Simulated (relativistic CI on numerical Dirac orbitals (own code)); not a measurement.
A reference radial Dirac CI calculation of Mn gave the lowest total energy -1156.84937 Ha in 11 SCF steps, from this input:

```
atom Mn  Z=25  charge=0  electrons=25
nucleus A=55  rms_radius_fm=3.7057
hamiltonian dirac-coulomb  breit=on  qed=on  c_scale=1
orbitals kli  potential=per-configuration
slater_scale 1
correlation none
mixing on
grid step=0.0125 r_max=149
scf mixing=0.4 start=green max_iterations=150 tolerance=2e-08 node_fill=0.05
configurations
  [Ar] 3d5 4s2
end
```

One setting was then changed, and the output read:

```
SCF 1: [Ar] 3d5 4s2
 iter      energy (Ha)   residual   last orbital (Ha)
    1     -1156.880263   4.49e-01     -0.30265
    2     -1157.214863   1.98e-01     -0.26576
    3     -1157.287689   9.29e-02     -0.26236
    4     -1157.304740   6.30e-03     -0.25465
    5     -1157.305062   1.21e-03     -0.25308
    6     -1157.304961   8.59e-04     -0.25306
    7     -1157.305014   6.68e-05     -0.25332
    8     -1157.305012   9.02e-06     -0.25330
    9     -1157.305014   1.47e-06     -0.25330
   10     -1157.305014   2.06e-08     -0.25330
   11     -1157.305014   2.50e-09     -0.25330
orbital energies (Ha): 2p1/2 -23.5247  2p3/2 -23.1416  3s -3.2570  3p1/2 -2.1357  3p3/2 -2.0900  4s -0.2533  3d3/2 -0.3411  3d5/2 -0.3368
configuration averages (Ha): Dirac-Coulomb, Breit, QED
  3d5                          -1157.305014    0.409114    0.000000
levels: no., configuration, term, J, E (cm-1), weight
   1 3d5                    6S   5/2              0.0  1.00
   2 3d5                    4G   11/2         29365.3  1.00
   3 3d5                    4G   5/2          29378.3  1.00
   4 3d5                    4G   9/2          29380.3  1.00
   5 3d5                    4G   7/2          29382.6  1.00
   6 3d5                    4P   5/2          33836.8  0.97
   7 3d5                    4P   3/2          33865.9  0.98
   8 3d5                    4P   1/2          33897.7  0.99
   9 3d5                    4D   7/2          36684.7  1.00
  10 3d5                    4D   1/2          36718.0  0.99
  11 3d5                    4D   3/2          36743.9  0.98
  12 3d5                    4D   5/2          36750.6  0.97
  13 3d5                    2I   13/2         41779.8  1.00
  14 3d5                    2I   11/2         41779.9  1.00
lowest total energy -1157.122766 Ha
end: converged
```

Problem. Which setting was changed?
A. QED terms
B. Slater scale
C. grid step
D. node fill of the KLI weights

Solution. A. The QED terms off.
